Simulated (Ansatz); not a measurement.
Reaction (redistribution): `[CH3][GeH2][CH2]O` + `C=[C]1[O][Al]1[OH]` → `O[CH2][GeH2][OH]` + `C=[C]1[O][Al]1[CH3]`

Isolated molecules relaxed with PBE0-D4/def2-TZVP in Ansatz; ΔE leaves out vibrations. CBS: MP2 limit from def2 TZ/QZ plus the TZ coupled-cluster correction, frozen cores. Functionals use def2-TZVPP. B3LYP here is the variant with VWN-RPA as its local correlation; programs differ in this. HSE06 is defined as in plane-wave codes. For Ge outer-core shells are correlated without core-valence functions, which leaves a few kJ/mol of doubt a bond. Scalar relativity is left out up to krypton. Each species was taken in one conformer, which may not be the lowest.

`[CH3][GeH2][CH2]O`:

Cartesian coordinates in Å:
```
C -0.858 -0.321 -1.406
Ge 0.846 -0.171 -0.455
C 0.494 0.535 1.360
O -0.528 -0.182 2.033
H -1.523 -1.015 -0.889
H -0.698 -0.699 -2.417
H -1.347 0.652 -1.477
H 1.508 -1.559 -0.360
H 1.794 0.784 -1.213
H 1.395 0.431 1.967
H 0.268 1.608 1.305
H -1.351 -0.062 1.552
```

`C=[C]1[O][Al]1[OH]`:

Cartesian coordinates in Å:
```
C -1.915 0.194 -0.182
C -0.603 0.187 -0.045
O 0.246 1.319 0.160
Al 1.211 -0.097 0.117
O 2.811 -0.556 0.238
H -2.477 1.123 -0.146
H -2.450 -0.734 -0.334
H 3.178 -1.436 0.192
```

`O[CH2][GeH2][OH]`:

Z-matrix (Å, degrees):
```
C
Ge 1 1.965
O 1 1.416 2 107.3
H 1 1.098 2 108.9 3 -121.7
H 1 1.097 2 108.3 3 121.5
O 2 1.789 1 107.8 3 -179.5
H 2 1.542 1 110.8 3 60.9
H 2 1.534 1 111.3 3 -64.2
H 3 0.960 1 109.0 2 177.5
H 6 0.959 2 112.5 1 -91.6
```

`C=[C]1[O][Al]1[CH3]`:

Cartesian coordinates in Å:
```
C 2.454 -0.626 -0.877
C 1.300 -0.202 -0.393
O 1.063 1.017 0.294
Al -0.425 0.145 0.181
C -2.285 0.292 0.669
H 3.359 -0.033 -0.776
H 2.512 -1.579 -1.385
H -2.751 -0.689 0.780
H -2.835 0.839 -0.101
H -2.393 0.837 1.609
```

```csv
level,ΔE (kJ/mol),difference from CCSD(T)/CBS
r2SCANh-D4,77.3,-0.9
HSE06-D4,72.8,-5.4
BHLYP-D4,75.0,-3.2
CAM-B3LYP-D4,74.8,-3.4
B2PLYP,75.8,-2.4
PBE-QIDH,75.8,-2.4
PBE,70.9,-7.3
r2SCAN,76.9,-1.3
B3LYP,72.7,-5.5
r2SCAN0,76.6,-1.6
MP2/def2-SVP,78.2,0.0
CCSD(T)/def2-SVP,74.8,-3.4
HF/def2-TZVPP,68.8,-9.4
HF/def2-QZVPP,67.9,-10.3
HF/CBS(def2),67.8,-10.4
CCSD/CBS(def2),78.0,-0.2
CCSD(T)/CBS,78.2,0
```

Largest T1 diagnostic among the species: 0.016.

At CCSD(T), def2-SVP lies −3.4 kJ/mol from the extrapolated value and def2-TZVPP +0.8 kJ/mol. In def2-TZVPP, CCSD(T) changes the Hartree–Fock value by +10.1 kJ/mol (the triples alone add +0.1 kJ/mol) and MP2 by +13.5 kJ/mol.

CCSD(T)/CBS has its own doubt, a few kJ/mol and more with outer-core shells, so smaller differences from it don't rank the levels.
